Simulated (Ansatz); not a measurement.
`[NH2][Ge]([OH])([F])[Cl]`, one more setting.

```yaml
crystal:
  periodic: [false, false, false]
  atoms:
    - {symbol: N, position_ang: [-1.010254, 0.861159, 0.576138]}
    - {symbol: Ge, position_ang: [0.083836, -0.236758, -0.322080]}
    - {symbol: O, position_ang: [0.774062, -1.365118, 0.816007]}
    - {symbol: F, position_ang: [-0.881260, -1.043063, -1.496292]}
    - {symbol: Cl, position_ang: [1.676578, 0.629414, -1.465344]}
    - {symbol: H, position_ang: [-0.580465, 1.371853, 1.333689]}
    - {symbol: H, position_ang: [-1.564511, 1.479495, 0.001927]}
    - {symbol: H, position_ang: [1.594118, -1.753984, 0.500255]}
basis:
  gaussian: {orbitals: ANO-RCC-VTZP}
hamiltonian: {xc: {name: wB97M-V}}
output: {forces: true}
```

```sh
$ ansatz run in.yaml --threads 4 --pin off --events-out ev --progress --plain --max-ram 10444MiB
```

Output, abridged:

```
Functional definition: wB97M-V
1646 factors; their error is unknown
344 factors; integrals over basis functions are off by at most 9.9e-6 eV
mean field evaluation 1: about -75971.7016 eV, gradient 7.2e1 eV
mean field evaluation 2: about -75969.4945 eV, gradient 8.5e1 eV
mean field evaluation 4: about -75980.1544 eV, gradient 2.4e0 eV
mean field evaluation 8: about -75980.1687 eV, gradient 6.0e-2 eV
mean field evaluation 16: about -75980.3180 eV, gradient 1.2e-4 eV
mean field -75980.31800533 eV, -2792.2251853865 hartree, gradient 1.5e-5 eV, S^2 0.000000; 0 other end points of the search recorded, 0 dependent functions left out
reference -75980.31809214 eV, -2792.2251885768 hartree; 38, 38 occupied and 171, 171 virtual orbitals, 1646 factors
Total energy: -75980.31809214 eV, -2792.2251885768 hartree
Relativity: scalar
Atom 0 at    -1.010254     0.861159     0.576138 Å, force     0.042592    -0.059462    -0.033937 eV/Å
Atom 1 at     0.083836    -0.236758    -0.322080 Å, force    -0.020042     0.108038     0.094776 eV/Å
Atom 2 at     0.774062    -1.365118     0.816007 Å, force    -0.017931     0.024746    -0.029689 eV/Å
Atom 3 at    -0.881260    -1.043063    -1.496292 Å, force    -0.012763    -0.018409    -0.021111 eV/Å
Atom 4 at     1.676578     0.629414    -1.465344 Å, force    -0.027855    -0.014688     0.015481 eV/Å
Atom 5 at    -0.580465     1.371853     1.333689 Å, force     0.006155    -0.015461    -0.027880 eV/Å
Atom 6 at    -1.564511     1.479495     0.001927 Å, force     0.026053    -0.016667    -0.000848 eV/Å
Atom 7 at     1.594118    -1.753984     0.500255 Å, force     0.003790    -0.008098     0.003207 eV/Å
Dipole moment:     0.154675     0.366642     0.237177 e Å
```

Hardware: 4 threads of an Arm Neoverse V1 on a shared host. Wall time 24 s, peak host memory 1.1 GiB.
